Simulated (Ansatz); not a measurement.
Computed with Ansatz on PBE0-D4/def2-TZVP structures; ΔE is electronic, products minus reactants. CBS: MP2 limit from def2 TZ/QZ plus the TZ coupled-cluster correction, frozen cores. This one scheme is used for every species. One conformer a species, not always the lowest.

Consider the substitution at a C–B bond: `C=C(O)BCl` + H–F → `C=C(O)F` + `BCl`.

`C=C(O)BCl`:

Cartesian coordinates in Å:
```
C -0.431 -0.816 0.867
C 0.113 -0.164 -0.172
O 0.754 -0.774 -1.198
B 0.005 1.376 -0.207
Cl 0.676 2.301 -1.517
H -0.926 -0.256 1.648
H -0.400 -1.898 0.967
H 0.754 -1.727 -1.060
H -0.546 1.959 0.673
```

H–F:

Cartesian coordinates in Å:
```
F -0.065 -0.166 -0.424
H 0.065 0.166 0.424
```

`C=C(O)F`:

Z-matrix (Å, degrees):
```
C
C 1 1.320
H 1 1.078 2 119.7
H 1 1.079 2 119.7 3 180.0
O 2 1.334 1 126.3 3 -179.9
F 2 1.338 1 122.1 3 0.0
H 5 0.963 2 108.9 1 -179.7
```

`BCl`:

Cartesian coordinates in Å:
```
B -0.057 0.138 -0.033
Cl 0.594 -1.423 0.346
H 0.611 0.883 -0.677
H -1.147 0.402 0.364
```

```json
{"species": "`C=C(O)BCl`", "SCS-MP2/def2-TZVPP energy (Eh)": "-638.04494"}
{"species": "H–F", "SCS-MP2/def2-TZVPP energy (Eh)": "-100.33020"}
{"species": "`C=C(O)F`", "SCS-MP2/def2-TZVPP energy (Eh)": "-252.65514"}
{"species": "`BCl`", "SCS-MP2/def2-TZVPP energy (Eh)": "-485.68855"}
```

Question: Work out ΔE.

Answer: ΔE = (-252.65514) + (-485.68855) − (-638.04494) − (-100.33020) = 0.03145 Eh = +0.86 eV. CCSD(T)/CBS gives +0.92 eV.

Largest T1 diagnostic among the species: 0.013.

The D4 term adds +0.09 eV with B3LYP and +0.05 eV with PBE0; it sums over pairs of atoms, weighted by their polarisabilities, and B3LYP, whose exchange is more repulsive, gets the larger term. In def2-TZVPP, CCSD(T) changes the Hartree–Fock value by +0.30 eV (the triples alone add +0.04 eV) and MP2 by +0.40 eV.

B3LYP here is the variant with VWN-RPA as its local correlation; programs differ in this.
